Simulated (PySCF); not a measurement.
Si(H)(Cl)(OH)(NMe2) (C2H8ClNOSi), SMILES CN(C)[SiH](O)Cl. Atoms are numbered in the order given.

```xyz
14

Si     0.5727    -0.1888    -0.4572
O      1.7888     0.9377    -0.4309
Cl     0.7612    -1.5680     1.0975
N     -0.9505     0.5918    -0.2572
C     -1.1967     1.8730    -0.8980
C     -2.1429    -0.0378     0.2772
H      0.8045    -0.9354    -1.7125
H      1.8240     1.5106     0.3457
H     -1.8900     1.7856    -1.7583
H     -1.6478     2.5897    -0.1852
H     -0.2556     2.3102    -1.2617
H     -1.8925    -0.9835     0.7761
H     -2.6303     0.6171     1.0242
H     -2.8911    -0.2497    -0.5124
```
Charge 0, spin multiplicity 1.

Geometry: B3LYP-D3(BJ)/def2-SVP. The values are those of a single conformer.

Computed with B3LYP/pcSseg-1 (PySCF).

GIAO shieldings, no solvent; atoms alike by connectivity are averaged. δ = σ(ref) − σ: ²⁹Si against TMS (σ = 338.7 ppm); ¹⁷O against H2O (σ = 333.8 ppm); ³⁵Cl against HCl (σ = 933.3 ppm); ¹⁵N against NH3 (σ = 265.5 ppm); ¹³C against TMS (σ = 181.3 ppm); ¹H against TMS (σ = 31.68 ppm), references at their B3LYP-D3(BJ)/def2-TZVP geometries, non-relativistic (without spin–orbit terms, shifts of atoms bonded to Cl or Br come out too high).

Computed chemical shifts:
| nucleus | atoms | count | δ (ppm) |
|---|---|---|---|
| ²⁹Si | Si1 | 1 | -24.9 |
| ¹⁷O | O2 | 1 | 69.2 |
| ³⁵Cl | Cl3 | 1 | 61.1 |
| ¹⁵N | N4 | 1 | 48.4 |
| ¹³C | C5, C6 | 2 | 40.0 |
| ¹H | H7 | 1 | 5.33 |
| ¹H | H9, H10, H11, H12, H13, H14 | 6 | 2.89 |
| ¹H | H8 | 1 | 1.85 |
